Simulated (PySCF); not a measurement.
Input of a run (PBE0-D3(BJ)/def2-SVP geometry optimisation, gas phase (PySCF 2.14.0)), started from a GFN2-xTB structure with every atom displaced at random (by about 0.01 Å):
```
{"job": {"xc": "PBE0", "basis": "def2-SVP", "d3": "d3bj", "grid": 1, "shake": 0.01, "kind": "geom"}, "charge": 0, "multiplicity": 1}
F     -0.912710     1.549780     0.206860
C     -1.361400     0.255450     0.254780
C     -0.348710    -0.608120    -0.450030
Ge     1.508890     0.063210     0.028430
H     -2.348570     0.220880    -0.219180
H     -1.437120     0.017180     1.317410
H     -0.452110    -0.550520    -1.521880
H     -0.453030    -1.639870    -0.153710
H      1.577420     0.248130     1.529560
H      2.508660    -0.936290    -0.380230
H      1.756800     1.354350    -0.627690
```

Output (energies in Eh, forces in Eh/bohr):
```
step   0  E = -2256.40008221  max force = 0.036163
step   1  E = -2256.40660349  max force = 0.004956
step   2  E = -2256.40701932  max force = 0.000694
step   3  E = -2256.40706250  max force = 0.000566
step   4  E = -2256.40710985  max force = 0.000734
step   5  E = -2256.40713706  max force = 0.000705
step   6  E = -2256.40715471  max force = 0.000604
step   7  E = -2256.40716813  max force = 0.000394
optimisation converged
```

Q: Summarise the run.

A: The energy falls by 18.6 kJ/mol over 8 energy and gradient evaluations, the largest force component goes from 0.0362 to 3.9e-04 Eh/bohr, and the atoms move by 0.126 Å rms after alignment. The bond that changes most is Ge4–H10 (ends: germanium bonded to C and 3 H; Ge–H hydrogen), which lengthens by 0.071 Å. Bonds longer at the end by more than 0.005 Å: 8 of 10; shorter: 1. Among the angles that change most is C2–C3–Ge4, from 108.4° to 113.1°. Among the dihedrals that turn most is H5–C2–C3–H8, from -81° to -69°. The energy never rose by more than 1e-6 Eh on the way. The first step brought 92 % of the lowering.

Q: What are the final bond lengths?

A: F1–C2 1.378 Å, C2–C3 1.510 Å, C3–Ge4 1.968 Å, C2–H5 1.104 Å, C2–H6 1.104 Å, C3–H7 1.102 Å, C3–H8 1.102 Å, Ge4–H9 1.541 Å, Ge4–H10 1.542 Å, Ge4–H11 1.536 Å. Numbering counts from 1 in the input's order; the species is `FC[CH2][GeH3]`.

The run used 109 basis functions and 48 SCF cycles in all. Hardware: an Arm Neoverse V1 with one thread, no GPU, shared host. Cost: 37 s wall, 0.44 GiB resident at most.

No PBE0-D3(BJ)/def2-SVP frequencies stand behind this structure, so it isn't proved a minimum. One conformer, not necessarily the lowest.
